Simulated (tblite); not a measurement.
Problem. What does the GFN2-xTB structure of `[C-]#[N+]c1cc2c(c(-c3cccs3)c1)C=C2` look like in three dimensions?

Solution. 
```xyz
22
C13H7NS angstrom
C     -4.0094    2.7624    1.0028
N     -3.2359    1.9563    0.6622
C     -2.3532    1.0052    0.2570
C     -2.8737   -0.1441   -0.4244
C     -1.9364   -1.0374   -0.7928
C     -0.5424   -0.8723   -0.5360
C     -0.0313    0.2161    0.1114
C      1.3691    0.4255    0.3939
C      2.4247   -0.3907    0.0825
C      3.6665    0.1184    0.5060
C      3.5526    1.3164    1.1370
S      1.9256    1.8499    1.2263
C     -1.0154    1.1754    0.5093
C     -0.3057   -2.1901   -1.2168
C     -1.6178   -2.3489   -1.4606
H     -3.9334   -0.2369   -0.6020
H      2.3129   -1.3259   -0.4335
H      4.6035   -0.3855    0.3490
H      4.3272    1.9260    1.5579
H     -0.6889    2.0652    1.0278
H      0.5732   -2.7693   -1.4227
H     -2.2222   -3.0963   -1.9351
```

Orientation and origin are arbitrary. Atoms count from 1 in this order. The 15 heavy atoms lie in one plane (0.000 Å rms). The 5-membered ring C8–C9–C10–C11–S12 has internal angles of 91.4° to 113.3°; it is planar, 0.00 Å rms from its mean plane, widest ring torsion 0°. The 2 C–S bonds span 1.715 Å (C11–S12, aromatic) to 1.741 Å (C8–S12, aromatic), a spread of 0.026 Å. The 6-membered ring C3–C4–C5–C6–C7–C13 has internal angles of 114.1° to 123.6° (sum 720°, against 720° for a flat polygon); it is planar, 0.00 Å rms from its mean plane, widest ring torsion 0°.

Bonds between heavy atoms (Å): C1≡N2 1.168, N2–C3 1.359, C3–C4 1.434, C4–C5 1.346, C5–C6 1.427, C6–C7 1.366, C7–C8 1.444, C8–C9 1.370, C9–C10 1.407, C10–C11 1.359, C11–S12 1.715, C7–C13 1.431, C6–C14 1.502, C14=C15 1.344, C3–C13 1.372, C5–C15 1.506, C8–S12 1.741.

Structure optimised with GFN2-xTB, isolated species.

Point group: Cs (tolerance 0.08 Å). Its GFN2-xTB frequencies are all real (lowest 18 cm⁻¹). One conformer, not necessarily the lowest (C6–C7–C8–C9 0°). 3 starts were optimised and ended at 0.00, 0.07 and 0.07 kcal/mol (GFN2-xTB); the lowest of these is shown.

The numbers are calculated, not measured.
